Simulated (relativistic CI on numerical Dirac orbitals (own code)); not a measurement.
**Ligand-field terms of d8**

Computed with a parametric ligand-field model of a d^n configuration (Racah B and C, spin-orbit zeta, crystal field), exact diagonalisation.

Field parameters in Wybourne normalisation: D4h B²₀ = −7Ds, B⁴₀ = 21(Dq − Dt), B⁴₄ = 21√(5/14) Dq; Oh B⁴₀ = 21Dq, B⁴₄ = √(5/14) B⁴₀; Td as Oh with Dq negative (B⁴₀ = 21Dq, B⁴₄ = √(5/14) B⁴₀). The field is a parameter set, without covalency.

(1) Ground term and bands for B = 410, C = 1970, ζ = 0 cm⁻¹, Td, 10Dq = -2450 cm⁻¹?

(2) Ground term and bands for B = 1020, C = 4140, ζ = 0 cm⁻¹, D4h, 10Dq = 36900, Ds = 2860, Dt = 120 cm⁻¹?

(3) A d8 ion in Oh symmetry has the ground term 3A2 and bands at 1E 5864 cm⁻¹ (1705 nm), 1A1 10787 cm⁻¹ (927 nm), 3T2 12900 cm⁻¹ (775 nm), 3T1 16667 cm⁻¹ (600 nm), 1T2 18710 cm⁻¹ (534 nm), 3T1 27283 cm⁻¹ (367 nm). Which parameters reproduce them?

(4) Ground term and bands for B = 890, C = 3310, ζ = 0 cm⁻¹, D4h, 10Dq = 11350, Ds = -1500, Dt = 550 cm⁻¹?

(5) Ground term and bands for B = 550, C = 2350, ζ = 0 cm⁻¹, Oh, 10Dq = 7250 cm⁻¹?

Results:

(1) Ground term 3T1 with 3.89 electrons in the two orbitals of the cubic e set. Spin-allowed: 3T2 2084 cm⁻¹, 3A2 4534 cm⁻¹ (2206 nm), 3T1 7868 cm⁻¹ (1271 nm). Lowest spin-forbidden: 1T2 6535 cm⁻¹ (1530 nm), 1E 6852 cm⁻¹ (1459 nm), 1T2 10033 cm⁻¹ (997 nm).

(2) Ground term 3B1 with 2.00 electrons in the two orbitals of the cubic e set. Spin-allowed: 3E 34399 cm⁻¹ (291 nm), 3A2 36259 cm⁻¹ (276 nm), 3B2 36900 cm⁻¹ (271 nm), 3E 53676 cm⁻¹ (186 nm). Lowest spin-forbidden: 1A1 9476 cm⁻¹ (1055 nm), 1B1 16282 cm⁻¹ (614 nm), 1A1 36696 cm⁻¹ (273 nm).

(3) B = 350, C = 1560, ζ = 0 cm⁻¹, Oh, 10Dq = 12900 cm⁻¹.

(4) Ground term 3B1 with 2.00 electrons in the two orbitals of the cubic e set. Spin-allowed: 3E 6271 cm⁻¹ (1595 nm), 3B2 11350 cm⁻¹ (881 nm), 3A2 11977 cm⁻¹ (835 nm), 3E 12647 cm⁻¹ (791 nm). Lowest spin-forbidden: 1A1 12492 cm⁻¹ (801 nm), 1B1 13013 cm⁻¹ (768 nm), 1E 18998 cm⁻¹ (526 nm).

(5) Ground term 3A2 with 2.00 electrons in the two orbitals of the cubic e set. Spin-allowed: 3T2 7250 cm⁻¹ (1379 nm), 3T1 11505 cm⁻¹ (869 nm), 3T1 18495 cm⁻¹ (541 nm). Lowest spin-forbidden: 1E 8863 cm⁻¹ (1128 nm), 1A1 14848 cm⁻¹ (674 nm), 1T2 15909 cm⁻¹ (629 nm). With an A2 ground term the first spin-allowed band lies at |10Dq| itself.
